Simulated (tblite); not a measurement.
Compound: C4H10PSSi (doublet state).
Numbering: `[CH2:1]=[CH:2][S:3][Si:4]([PH2:5])[CH2:6][CH3:7]` (hydrogens: H8, H9 on C1; H10 on C2; H11, H12 on P5; H13, H14 on C6; H15, H16, H17 on C7)

Geometry (GFN2-xTB, Å), atoms numbered from 1 in this order:
```xyz
17
C4H10PSSi angstrom
C      3.4693   -0.4277   -1.2972
C      2.4000   -0.1920   -0.5571
S      0.7717   -0.5635   -1.0935
Si    -0.4004    0.6255    0.3359
P      0.6364    0.6015    2.3450
C     -2.0604   -0.3340    0.4560
C     -2.7131   -0.5585   -0.9009
H      3.3857   -0.8385   -2.2883
H      4.4593   -0.2199   -0.9300
H      2.4623    0.2098    0.4461
H      1.2644    1.8249    2.1798
H     -0.4452    1.1804    2.9831
H     -1.8641   -1.3009    0.9274
H     -2.7463    0.2058    1.1105
H     -2.9690    0.3895   -1.3669
H     -2.0350   -1.0905   -1.5633
H     -3.6228   -1.1471   -0.7966
```

Computed with GFN2-xTB (tblite): harmonic, unscaled wavenumbers at the GFN2-xTB geometry, gas phase. This tight-binding method is rough: wavenumbers can miss measured ones by several per cent, in bad cases by 10 to 20. Modes of hydrogen on phosphorus can be 10 to 20 % off. One conformer, not necessarily the lowest. Open shells enter through the occupations alone, without spin polarisation, and single modes of such species can be off by tens of per cent.

Harmonic wavenumbers (cm⁻¹): 42.3, 52.6, 64.7, 90.9, 95.0, 149.7, 153.3, 170.6, 236.3, 272.5, 337.3, 422.2, 513.7, 570.1, 649.5, 680.6, 707.2, 718.1, 728.2, 849.7, 965.6, 976.5, 1011.1, 1014.2, 1075.9, 1147.1, 1225.8, 1250.2, 1257.6, 1373.6, 1418.3, 1459.8, 1502.4, 1504.6, 1642.8, 2302.2, 2387.5, 2942.7, 2977.7, 3019.2, 3021.8, 3041.5, 3046.7, 3107.7, 3140.2.

A = 1632, B = 1050, C = 665.8 MHz; mass 149.001 u (most abundant isotopes); point group C1, symmetry number 1; spin multiplicity 2.

Problem. What is the zero-point energy?

Solution. Half the sum of the wavenumbers: 27659 cm⁻¹ = 330.87 kJ/mol.

Problem. Give the ideal-gas entropy at 500 K and 1 bar in the rigid-rotor, harmonic-oscillator model (classical rotation).

Solution. Translation 182.01, rotation 132.06, vibration 244.58, spin (R ln 2) 5.76: S = 564.4 J/(mol K).

Problem. And Cp and H(500 K) − H(0)?

Solution. Cp = 228.45 J/(mol K), of which vibrations give 195.19 (their classical limit is 45 R = 374.2); H(500 K) − H(0) = 73.39 kJ/mol without the zero-point energy, 56.76 from vibrations.

Problem. Which modes carry the vibrational entropy at 500 K?

Solution. 42.3 cm⁻¹: 25.83; 52.6 cm⁻¹: 24.02; 64.7 cm⁻¹: 22.30; 90.9 cm⁻¹: 19.49; 95.0 cm⁻¹: 19.12; 149.7 cm⁻¹: 15.38 J/(mol K); the other 39 give 118.43 together.

Problem. How do the functions run with temperature in this model?

Solution. 
```csv
T (K),S (J/(mol K)),Cp (J/(mol K)),H − H(0) (kJ/mol),G − H(0) (kJ/mol),ln q(vib)
50,266.4,69.6,2.43,-10.89,0.95
100,323.9,96.8,6.65,-25.74,2.92
298.15,462.4,168.2,33.03,-104.83,9.89
373.15,502.8,192.9,46.58,-141.05,12.16
750,667.3,278.7,137.23,-363.22,22.16
1000,752.4,312.6,211.41,-540.98,27.83
```

q(vib) and H(0) count from the zero-point level.

Problem. Blend soft modes into free rotors: weight 1/[1 + (100 cm⁻¹/ν̃)⁴] for the oscillator and the rest for a rotor with moment μB/(μ + B), μ = h/(8π²ν), B = 10⁻⁴⁴ kg m². What vibrational entropy results?

Solution. 217.64 J/(mol K) in place of 244.58, which changes −T·S at 500 K by +13.47 kJ/mol.

Hindered rotation and anharmonicity are outside this model. Other conformers, if any are populated, would add a mixing term that is left out. The structure is chiral; the term R ln 2 for an equal mix with its mirror image is left out.
